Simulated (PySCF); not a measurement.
Species: C₂H₉BO₂SSi.
Numbering: `[CH3:1][O:2][B:3]([O:4][CH3:5])[S:6][SiH3:7]` (hydrogens: H8, H9, H10 on C1; H11, H12, H13 on C5; H14, H15, H16 on Si7)

Cartesian coordinates in Å at the PBE0-D3(BJ)/def2-SVP level; atoms count from 1:
```xyz
16
C2H9BO2SSi angstrom
C     -0.967   -2.048    0.414
O      0.061   -1.087    0.393
B     -0.170    0.246    0.306
O     -1.436    0.719    0.260
C     -1.795    2.071    0.159
S      1.292    1.357    0.248
Si     2.811   -0.169    0.277
H     -0.932   -2.646   -0.511
H     -0.807   -2.724    1.268
H     -1.958   -1.580    0.500
H     -2.187    2.430    1.124
H     -2.586    2.174   -0.598
H     -0.942    2.705   -0.133
H      4.099    0.585    0.215
H      2.777   -0.967    1.534
H      2.720   -1.067   -0.909
```

Computed, not measured: core-valence-separated Tamm–Dancoff BHandHLYP/aug-pcX-1 (pcseg-1 on H, def2-SVPD on Si, def2-SVPD on S) in PySCF, non-relativistic, gas phase, PBE0-D3(BJ)/def2-SVP geometry. The energies are unshifted.

The lowest roots of each edge with f over 0.003 (five at most, numbered afresh; weaker and dark ones are left out), with transition dipoles (au) in the frame of the coordinates:

```json
{"root": "1", "edge": "C", "E (eV)": "286.77", "μx": "-0.0318", "μy": "-0.0527", "μz": "-0.0003"}
{"root": "2", "edge": "C", "E (eV)": "286.80", "μx": "-0.0292", "μy": "0.0555", "μz": "-0.0025"}
{"root": "3", "edge": "C", "E (eV)": "287.15", "μx": "0.0301", "μy": "0.0356", "μz": "-0.0019"}
{"root": "4", "edge": "C", "E (eV)": "287.29", "μx": "0.0095", "μy": "-0.0381", "μz": "0.0045"}
{"root": "5", "edge": "C", "E (eV)": "287.59", "μx": "0.0010", "μy": "-0.0009", "μz": "0.0671"}
{"root": "6", "edge": "O", "E (eV)": "533.14", "μx": "-0.0011", "μy": "0.0019", "μz": "0.0397"}
{"root": "7", "edge": "O", "E (eV)": "533.18", "μx": "-0.0001", "μy": "0.0034", "μz": "0.0417"}
{"root": "8", "edge": "O", "E (eV)": "533.84", "μx": "0.0007", "μy": "-0.0160", "μz": "0.0020"}
{"root": "9", "edge": "O", "E (eV)": "533.91", "μx": "0.0211", "μy": "0.0132", "μz": "0.0002"}
{"root": "10", "edge": "O", "E (eV)": "534.05", "μx": "-0.0210", "μy": "-0.0180", "μz": "-0.0001"}
{"root": "11", "edge": "B", "E (eV)": "190.01", "μx": "0.0011", "μy": "-0.0086", "μz": "-0.1408"}
{"root": "12", "edge": "B", "E (eV)": "192.96", "μx": "0.0630", "μy": "0.0228", "μz": "0.0002"}
{"root": "13", "edge": "B", "E (eV)": "193.35", "μx": "0.0339", "μy": "0.0180", "μz": "-0.0020"}
{"root": "14", "edge": "B", "E (eV)": "193.63", "μx": "0.0274", "μy": "0.0260", "μz": "-0.0011"}
{"root": "15", "edge": "B", "E (eV)": "193.78", "μx": "0.0027", "μy": "-0.0006", "μz": "-0.0280"}
```

What are the oscillator strengths?

f = (2/3) ΔE |μ|², with ΔE in hartree (27.2114 eV):

| root | ΔE (Eh) | \|μ\|² (au) | f | core hole on |
| --- | --- | --- | --- | --- |
| 1 | 10.5385 | 0.003789 | 0.027 | C1 |
| 2 | 10.5397 | 0.003939 | 0.028 | C5 |
| 3 | 10.5525 | 0.002177 | 0.015 | C1 |
| 4 | 10.5576 | 0.001562 | 0.011 | C5 |
| 5 | 10.5688 | 0.004504 | 0.032 | C1 |
| 6 | 19.5926 | 0.001581 | 0.021 | O2 |
| 7 | 19.5940 | 0.001750 | 0.023 | O4 |
| 8 | 19.6184 | 0.000260 | 0.003 | O4 |
| 9 | 19.6209 | 0.000619 | 0.008 | O2 |
| 10 | 19.6262 | 0.000765 | 0.010 | O2 |
| 11 | 6.9826 | 0.019900 | 0.093 | B3 |
| 12 | 7.0911 | 0.004489 | 0.021 | B3 |
| 13 | 7.1057 | 0.001477 | 0.007 | B3 |
| 14 | 7.1157 | 0.001428 | 0.007 | B3 |
| 15 | 7.1213 | 0.000792 | 0.004 | B3 |

Molecules are fixed in this frame and the field points along x. What effective strengths 3 f cos²θ do the roots have (θ between field and μ)?

root 1 (C1): 0.021, root 2 (C5): 0.018, root 3 (C1): 0.019, root 4 (C5): 0.002, root 5 (C1): 0.000, root 6 (O2): 0.000, root 7 (O4): 0.000, root 8 (O4): 0.000, root 9 (O2): 0.017, root 10 (O2): 0.017, root 11 (B3): 0.000, root 12 (B3): 0.056, root 13 (B3): 0.016, root 14 (B3): 0.011, root 15 (B3): 0.000. Root 12 is the strongest. Averaged over all orientations cos²θ is 1/3, which gives f back.

Time: 76 s; peak memory 1.1 GiB. Hardware: Intel Xeon at 2.50 GHz, one thread, on a shared host.

One conformer stands for the species.
